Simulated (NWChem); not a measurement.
Molecule: BBr3; SMILES BrB(Br)Br

```xyz
4

B      0.0000     0.0000    -0.0028
Br    -1.8830    -0.2483    -0.0028
Br     0.7265     1.7548    -0.0028
Br     1.1565    -1.5066    -0.0028
```
Atoms are numbered in this order, from 1.

Computed with NWChem. Geometry: optimised at PBE0/def2-SVP. Vzz is the largest principal value of the second derivative of the potential at the nucleus (NWChem prints the opposite sign); η is the asymmetry. Non-relativistic.

Task: What does the run give for CAM-B3LYP/cc-pVTZ? Quantities: Vzz B1 (a.u.); η B1; Vzz Br4 (a.u.); η Br4.

Result: 
```
Property        Value
--------------  -----
Vzz B1 (a.u.)   0.296
η B1             0.00
Vzz Br4 (a.u.)  4.498
η Br4            0.50
```
